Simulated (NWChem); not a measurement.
Molecule: CH₄MgSe; SMILES [CH3][Mg][SeH]

```xyz
7

Mg     0.0093    -1.1716     0.0001
C      0.0186    -3.2585     0.0002
H     -0.8517    -3.6704    -0.5384
H     -0.0080    -3.6683     1.0241
H      0.9221    -3.6609    -0.4887
Se     0.0340     1.2743     0.0000
H     -1.4403     1.2840    -0.0001
```
Atoms are numbered in this order, from 1.

All runs: NWChem. Medium grid unless said otherwise, to which SCAN and Minnesota functionals are sensitive. Coordinates come from a PBE0/def2-SVP optimisation. B3LYP is NWChem's, with the RPA form of VWN correlation.

### Question
Order these by “highest occupied level (eV)”, lowest first: MN15/def2-SVP; MPW1K/def2-SVP; PW6B95/def2-SVP; B97-D/def2-SVP; B3LYP/def2-SVP.

### Answer
MPW1K/def2-SVP (-7.39), MN15/def2-SVP (-7.11), PW6B95/def2-SVP (-6.56), B3LYP/def2-SVP (-6.25), B97-D/def2-SVP (-5.34)
